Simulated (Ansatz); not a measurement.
Consider the cleavage of the Ga–Al bond: `[NH2][AlH][GaH2]` + PH₃ → `[PH2][GaH2]` + `[NH2][AlH2]`.

Calculated with Ansatz (gas phase, PBE0-D4/def2-TZVP geometries, no zero-point term in ΔE). CBS: MP2 limit from def2 TZ/QZ plus the TZ coupled-cluster correction, frozen cores. This one scheme is used for every species. DFT in def2-TZVPP. B3LYP here is the variant with VWN-RPA as its local correlation; programs differ in this. For Ga outer-core shells are correlated without core-valence functions, which leaves a few kJ/mol of doubt a bond. Scalar relativity is left out up to krypton. One conformer a species, not always the lowest.

`[NH2][AlH][GaH2]`:

```xyz
8

N     0.593    1.603   -0.638
Al    0.625   -0.165   -0.529
Ga   -1.004   -1.359    0.976
H    -0.034    2.214   -0.139
H     1.213    2.146   -1.218
H     1.726   -0.881   -1.431
H    -2.422   -1.863    0.487
H    -0.696   -1.694    2.491
```

PH₃:

Z-matrix (Å, degrees):
```
P
H 1 1.420
H 1 1.420 2 93.1
H 1 1.420 2 93.1 3 93.3
```

`[PH2][GaH2]`:

```xyz
6

P     1.345   -0.344    0.143
Ga   -0.938   -0.050    0.307
H     1.644    1.031   -0.035
H     1.340   -0.659   -1.240
H    -1.894   -1.091   -0.373
H    -1.497    1.114    1.199
```

`[NH2][AlH2]`:

Cartesian coordinates in Å:
```
N 0.127 0.599 0.710
Al -0.112 -0.529 -0.627
H 0.378 1.569 0.608
H 0.032 0.365 1.685
H 0.081 0.018 -2.101
H -0.506 -2.022 -0.276
```

CCSD(T)/CBS gives -29.4 kJ/mol.

Problem. Another level gave -26.9 kJ/mol. Which?
A. B3LYP/def2-TZVPP
B. PBE-QIDH/def2-TZVPP
C. B97M-V/def2-TZVPP
D. MP2/def2-TZVPP

Solution. A. B3LYP -26.9, MP2/def2-TZVPP -36.1, PBE-QIDH -31.5, B97M-V -41.1 kJ/mol.

Largest T1 diagnostic among the species: 0.014.

Leaving LDA and LC-ωPBE aside and taking each functional with its dispersion term where it has one, the values, not all of them listed here, spread over 14.9 kJ/mol, from B97M-V to PBE-D4. LDA lies −3.3 kJ/mol from PBE without D4.
